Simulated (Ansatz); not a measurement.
# CuCl (cuprous chloride): methods side by side

The species is CuCl (2 atoms), meant as a singlet with charge 0. SMILES: `[Cl][Cu]`. Geometry: relaxed at PBE0-D4/def2-TZVP.

```xyz
2

Cl    0.8983   -0.3452    0.4464
Cu   -0.8688    0.2850   -0.4424
```

Quantity: the energy change with the Cl1–Cu2 bond stretched from 2.076 to 2.595 Å, in eV. The values are calculated.

| level | kind | program | value (eV) | CPU time (all runs) |
| --- | --- | --- | --- | --- |
| HF/STO-3G (restricted) | Hartree–Fock | Ansatz | 0.98 | 1.4 s |
| SVWN5/STO-3G (restricted) | LDA | Ansatz | 1.62 | 30 s |
| revPBE/STO-3G (restricted) | GGA | Ansatz | 1.27 | 49 s |
| BHLYP/STO-3G (restricted) | global hybrid | Ansatz | 1.36 | 23 s |
| r2SCAN0/STO-3G (restricted) | hybrid meta-GGA | Ansatz | 1.37 | 1.8 min |
| CAM-B3LYP/STO-3G (restricted) | range-separated hybrid | Ansatz | 1.47 | 19 s |
| B2PLYP/STO-3G (restricted) | double hybrid | Ansatz | 1.31 | 34 s |
| MP2/STO-3G (restricted) | perturbation theory | Ansatz | 1.02 | 4.5 s |

The first shape isn't each level's own minimum. The values span 0.98 to 1.62 eV. All rows use very small basis sets, so none should be taken for the real molecule's value. Times are those of the runs behind each value, whatever else they computed, on shared processors of several kinds: orders of magnitude only.
